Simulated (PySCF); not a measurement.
PySCF input file for B(Br)(OH)2 (BBrH2O2), SMILES OB(O)Br, B3LYP/pcSseg-1. Geometry: PBE0-D3(BJ)/def2-SVP. Other conformers were not sampled.

```python
import numpy as np
from pyscf import gto, scf, dft
from pyscf.prop.nmr import rks as nmr

mol = gto.M(
    atom='''
    B    -0.00484581    0.95791785   -0.00000000
    Br   -0.01746016   -0.97934356    0.00000000
    O    -1.19054604    1.59200315   -0.00000000
    H    -1.08074221    2.55041523    0.00000001
    O     1.16271249    1.64107422   -0.00000000
    H     1.93874533    1.07240120    0.00000000
    ''',
    basis='pcSseg-1',
    charge=0,
    spin=0,
    max_memory=1600,
    verbose=3,
)
mf = dft.RKS(mol, xc='b3lyp')
mf.grids.level = 3
mf.conv_tol = 1e-10
mf.max_cycle = 100
mf.kernel()
n = nmr.NMR(mf)
n.verbose = 2
n.max_cycle_cphf = 60
sigma = n.kernel()
print('atom   isotropic/ppm   span/ppm')
for i, s in enumerate(sigma):
    w = np.linalg.eigvalsh((s + s.T) / 2)
    print(f'{mol.atom_symbol(i):2s}{i + 1:3d} {w.mean():14.3f} {w[2] - w[0]:11.3f}')
```

Program output:

```
converged SCF energy = -2750.5568904895
atom   isotropic/ppm   span/ppm
B   1         68.943      16.575
Br  2       2535.358     709.786
O   3        209.545     145.892
H   4         27.297      17.066
O   5        185.842     178.193
H   6         27.260      14.475
```

The calculation finished and met its thresholds.

Cost: very roughly 16 core-seconds.
